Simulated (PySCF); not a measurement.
**Ni: ionisation energy**

Ni [Ar] 3d8 4s2 (3F) → Ni⁺ [Ar] 3d9 (2D), as a difference of total energies. All numbers are calculated (PySCF 2.14, no relativity, point nucleus, in aug-cc-pVDZ). Correlated levels: valence: [Ar] frozen. The calculations carry no spin-orbit coupling.

```tsv
method	ionisation energy (eV)	difference from reference (eV)
UHF	7.671	+0.031
TPSS	7.173	-0.467
MN15	6.334	-1.306
MP2 (valence)	6.500	-1.140
SCS-MP2 (valence)	6.733	-0.907
```

Reference: 7.640 eV (measured; NIST Atomic Spectra Database, ionization energies).

These non-relativistic numbers lack the scalar-relativistic shift.

The reference lies between the lowest fine-structure levels, while these numbers refer to the centres of the terms.

Errors of the correlated levels include the incompleteness of this basis and the frozen core.

MP2 underrates the near-degeneracy of ns² with np² in the lower species.
